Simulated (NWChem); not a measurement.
System: BI2 cation

Input file for NWChem:

```
start job
memory heap 200 mb stack 900 mb global 1100 mb
charge 1
geometry units angstroms noautosym nocenter noautoz
  I     -1.986361    -0.022807     0.020597
  B      0.000003     0.000005    -0.000000
  I      1.986358     0.022809    -0.020597
end
basis spherical
  * library def2-svpd
end
ecp
  I library def2-ecp
end
dft
  xc hfexch
  iterations 150
end
property
  response 1 0.0
end
task dft property
```

Excerpt of the output:

```
             Northwest Computational Chemistry Package (NWChem) 7.3.0
             --------------------------------------------------------

                             Geometry "geometry" -> ""
                             -------------------------

 Output coordinates in angstroms (scale by  1.889725989 to convert to a.u.)

  No.       Tag          Charge          X              Y              Z
 ---- ---------------- ---------- -------------- -------------- --------------
    1 I                   53.0000    -1.98636100    -0.02280700     0.02059700
    2 B                    5.0000     0.00000300     0.00000500     0.00000000
    3 I                   53.0000     1.98635800     0.02280900    -0.02059700

 Effective nuclear repulsion energy (a.u.)     515.2999204779

                                 NWChem DFT Module
                                 -----------------

 Summary of "ao basis" -> "ao basis" (spherical)
 ------------------------------------------------------------------------------
       Tag                 Description            Shells   Functions and Types
 ---------------- ------------------------------  ------  ---------------------
 I                         def2-svpd                13       35   5s5p3d
 B                         def2-svpd                 8       20   4s2p2d

            General Information
            -------------------
          SCF calculation type: DFT
          Wavefunction type:  closed shell.
          No. of atoms     :     3
          No. of electrons :    54
           Alpha electrons :    27
            Beta electrons :    27
          Charge           :     1
          Spin multiplicity:     1
          Use of symmetry is: off; symmetry adaption is: off
          Maximum number of iterations: 150
          AO basis - number of functions:    90
                     number of shells:    34
          Convergence on energy requested:  1.00D-06
          Convergence on density requested:  1.00D-05
          Convergence on gradient requested:  5.00D-04

              XC Information
              --------------
                     Hartree-Fock (Exact) Exchange  1.000

      Superposition of Atomic Density Guess
      -------------------------------------

 Sum of atomic energies:        -718.75745509

 Renormalizing density from      55.00 to     54

      Non-variational initial energy
      ------------------------------

 Total energy =    -615.258595
 1-e energy   =   -1341.147715
 2-e energy   =     576.053914
 HOMO         =      -0.634131
 LUMO         =      -0.262996

   convergence    iter        energy       DeltaE   RMS-Dens  Diis-err
 ---------------- ----- ----------------- --------- --------- ---------
 d= 0,ls=0.0,diis     1   -617.5963349660 -7.67D+02  2.15D-02  9.13D-01
 d= 0,ls=0.0,diis     2   -617.6483754907 -5.20D-02  7.90D-03  3.90D-01
 d= 0,ls=0.0,diis     3   -617.7037342616 -5.54D-02  1.16D-03  9.89D-03
 d= 0,ls=0.0,diis     4   -617.7056125014 -1.88D-03  4.88D-04  4.09D-04
 d= 0,ls=0.0,diis     5   -617.7057544382 -1.42D-04  4.02D-05  5.71D-06
  Resetting Diis
 d= 0,ls=0.0,diis     6   -617.7057562638 -1.83D-06  1.77D-05  4.94D-07
 d= 0,ls=0.0,diis     7   -617.7057565010 -2.37D-07  5.17D-06  5.85D-08

         Total DFT energy =     -617.705756501010
      One electron energy =    -1353.969861725334
           Coulomb energy =      632.420320846116
    Exchange-Corr. energy =      -45.991421240283
 Nuclear repulsion energy =      149.835205618489

 Numeric. integr. density =        0.000000000000

                       DFT Final Molecular Orbital Analysis
                       ------------------------------------

 Vector   25  Occ=2.000000D+00  E=-6.441254D-01
              MO Center=  5.2D-05,  2.6D-06, -4.2D-07, r^2= 4.6D+00
   Bfn.  Coefficient  Atom+Function         Bfn.  Coefficient  Atom+Function
  ----- ------------  ---------------      ----- ------------  ---------------
    13      0.288272  1 I  py                14      0.289056  1 I  pz
    68      0.288282  3 I  py                69      0.289066  3 I  pz
    16      0.205090  1 I  py                17      0.205648  1 I  pz
    71      0.205099  3 I  py                72      0.205657  3 I  pz
    41     -0.169666  2 B  py                42     -0.170127  2 B  pz

 Vector   26  Occ=2.000000D+00  E=-5.906974D-01
              MO Center= -5.8D-05,  6.3D-07,  6.8D-07, r^2= 5.6D+00
   Bfn.  Coefficient  Atom+Function         Bfn.  Coefficient  Atom+Function
  ----- ------------  ---------------      ----- ------------  ---------------
    14      0.320821  1 I  pz                69     -0.320811  3 I  pz
    13      0.316410  1 I  py                68     -0.316401  3 I  py
    17      0.287967  1 I  pz                72     -0.287960  3 I  pz
    16      0.284007  1 I  py                71     -0.284001  3 I  py
    11     -0.127761  1 I  pz                66      0.127758  3 I  pz

 Vector   27  Occ=2.000000D+00  E=-5.906974D-01
              MO Center= -5.8D-05,  6.3D-07,  5.0D-07, r^2= 5.6D+00
   Bfn.  Coefficient  Atom+Function         Bfn.  Coefficient  Atom+Function
  ----- ------------  ---------------      ----- ------------  ---------------
    13      0.320779  1 I  py                68     -0.320770  3 I  py
    14     -0.316375  1 I  pz                69      0.316366  3 I  pz
    16      0.287929  1 I  py                71     -0.287923  3 I  py
    17     -0.283977  1 I  pz                72      0.283970  3 I  pz
    10     -0.127745  1 I  py                65      0.127741  3 I  py

 Vector   28  Occ=0.000000D+00  E=-1.721098D-01
              MO Center=  1.0D-05,  5.3D-06,  1.5D-06, r^2= 4.2D+00
   Bfn.  Coefficient  Atom+Function         Bfn.  Coefficient  Atom+Function
  ----- ------------  ---------------      ----- ------------  ---------------
    44     -0.380453  2 B  py                41      0.374045  2 B  py
    45     -0.362643  2 B  pz                42      0.356535  2 B  pz
    16      0.238043  1 I  py                71      0.238045  3 I  py
    17      0.226899  1 I  pz                72      0.226902  3 I  pz
    13      0.153379  1 I  py                68      0.153380  3 I  py

 Vector   29  Occ=0.000000D+00  E=-1.721098D-01
              MO Center=  1.0D-05,  5.1D-06, -1.7D-06, r^2= 4.2D+00
   Bfn.  Coefficient  Atom+Function         Bfn.  Coefficient  Atom+Function
  ----- ------------  ---------------      ----- ------------  ---------------
    45      0.380414  2 B  pz                42     -0.374007  2 B  pz
    44     -0.362593  2 B  py                41      0.356486  2 B  py
    17     -0.238018  1 I  pz                72     -0.238021  3 I  pz
    16      0.226868  1 I  py                71      0.226870  3 I  py
    14     -0.153363  1 I  pz                69     -0.153364  3 I  pz

 Vector   30  Occ=0.000000D+00  E=-1.113915D-01
              MO Center= -2.1D-05,  6.2D-08,  1.9D-07, r^2= 1.1D+01
   Bfn.  Coefficient  Atom+Function         Bfn.  Coefficient  Atom+Function
  ----- ------------  ---------------      ----- ------------  ---------------
    39      2.686766  2 B  s                  4     -0.914975  1 I  s
    59     -0.914980  3 I  s                 15     -0.556005  1 I  px
    70      0.555998  3 I  px                 5     -0.531569  1 I  s
    60     -0.531569  3 I  s                 18     -0.440368  1 I  px
    73      0.440366  3 I  px                37      0.397286  2 B  s

     Multipole analysis of the density
     ---------------------------------

     L   x y z        total         alpha         beta         nuclear
     -   - - -        -----         -----         ----         -------
     0   0 0 0      1.000000    -27.000000    -27.000000     55.000000

     1   1 0 0      0.000021      0.000067      0.000067     -0.000113
     1   0 1 0      0.000004     -0.000069     -0.000069      0.000142
     1   0 0 1     -0.000000     -0.000000     -0.000000      0.000000

     2   2 0 0    -22.356066   -363.429965   -363.429965    704.503864
     2   1 1 0      0.219460     -3.934937     -3.934937      8.089333
     2   1 0 1     -0.198186      3.553485      3.553485     -7.305156
     2   0 2 0    -41.466440    -20.779662    -20.779662      0.092884
     2   0 1 1     -0.002276      0.040802      0.040802     -0.083880
     2   0 0 2    -41.466905    -20.771327    -20.771327      0.075749

 *** CALLING NEW AORESP DRIVER FOR CLOSED AND OPEN SHELLS ***
 Entering AOResponse driver routine

--------------------------------------------------------------------------------

          -----------------------------------------------
          Solving response equations for perturbing field
          -----------------------------------------------

 number of frequencies:     1
 frequency in a.u.:  0.0000000E+00
 Perturbing field: electric
 Using El. Dipole Length Gauge

 Setting up CPKS with frequency omega =      0.00000000 a.u.

 STATIC response

                                NWChem CPHF Module
                                ------------------

  scftype          =     RHF
  nclosed          =       27
  nopen            =        0
  variables        =     1701
  # of vectors     =        3
  tolerance        = 0.10D-03
  level shift      = 0.00D+00
  max iterations   =       50
  max subspace     =       30

 SCF residual:    1.6480511994309757E-004

Iterative solution of linear equations
  No. of variables     1701
  No. of equations        3
  Maximum subspace       30
        Iterations       50
       Convergence  1.0D-04

   iter   nsub   residual    time
   ----  ------  --------  ---------
     1      3    1.91D+00      13.2
     2      6    7.63D-01      15.5
     3      9    1.26D-01      18.0
     4     12    4.35D-02      20.4
     5     15    1.13D-02      22.8
     6     18    2.13D-03      25.1
     7     21    2.26D-04      27.5
     8     24    2.20D-05      29.9

 Electric Dipole Response Matrix (nonzero elements):

              1        2        3
    1  112.8833   0.7045  -0.6362
    2    0.7045  51.5324  -0.0073
    3   -0.6362  -0.0073  51.5309

 ------------------------------------------
 average:        71.98222 + I       0.00000

 DFT Linear Response polarizability / au
 Frequency  =       0.0000000 / au
              X              Y              Z
 -----------------------------------------------
 X     112.8833109      0.7045427     -0.6362445
 Y       0.7045427     51.5324249     -0.0073070
 Z      -0.6362445     -0.0073070     51.5309328
 -----------------------------------------------
 Eigenvalues =     112.8979980     51.5243338     51.5243368
 Isotropic   =      71.9822229
 Anisotropic =      61.3736628
 -----------------------------------------------

 Magnetic Dipole Response Matrix (nonzero elements):

 Exiting AOResponse driver routine
```

Level: Hartree-Fock/def2-SVPD with def2 effective core potentials on I. The geometry was optimised at PBE-D3(BJ)/def2-SVP. def2 effective core potentials on I; no spin-orbit coupling.
